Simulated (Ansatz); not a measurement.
The cluster Cd7⁺, relaxed as a doublet with UKS PBE/def2-SVP in Ansatz, starting from the GFN1-xTB geometry. Force threshold 0.02 eV/Å.

In the def2 sets Cd takes a core potential; there is no spin–orbit coupling. The relaxation made no stability test and no search for a lower SCF solution. The structure comes from a short search, and lower isomers may exist.

Start:

Cartesian coordinates in Å:
```
Cd 0.668 -1.611 -1.974
Cd -2.135 1.597 -0.301
Cd -0.093 2.286 1.890
Cd -1.507 -1.472 0.426
Cd 2.748 -1.326 0.271
Cd -0.483 1.111 -2.809
Cd 0.803 -0.584 2.497
```

```tsv
step	energy (eV)	largest force component (eV/Å)	SCF passes
1	-31947.1766	0.097	19
2	-31947.2069	0.069	21
3	-31947.2489	0.052	20
4	-31947.2822	0.036	21
5	-31947.2965	0.026	22
6	-31947.3017	0.023	21
7	-31947.3072	0.021	20
8	-31947.3101	0.047	20
9	-31947.3189	0.040	23
10	-31947.3272	0.042	24
11	-31947.3341	0.084	20
12	-31947.3410	0.038	20
13	-31947.3416	0.024	21
14	-31947.3459	0.012	21
15	-31947.3463	0.019	20
16	-31947.3468	0.004	21
```

Force components are those of the run's own axes.

End:

```xyz
7

Cd    1.3335   -1.6329   -2.6830
Cd   -2.1296    2.6110   -0.5545
Cd   -0.6211    1.5370    1.8601
Cd   -1.3216   -1.2907    0.3733
Cd    1.9328   -1.5357    0.2970
Cd   -0.7956    0.5046   -2.3024
Cd    1.6016   -0.1934    3.0094
```

Bonds lost: Cd1–Cd4, Cd2–Cd4, Cd4–Cd7 (atoms count from 1). Bonds formed: Cd3–Cd4, Cd4–Cd5, Cd4–Cd6 (atoms count from 1). The end is the same structure that another start reached.

The force fell under the threshold at step 14, but the optimiser went on. No frequencies were taken in this run, so the end may be a saddle point.

It took 1.8 min on 4 threads of Arm Neoverse V2 on a shared host.
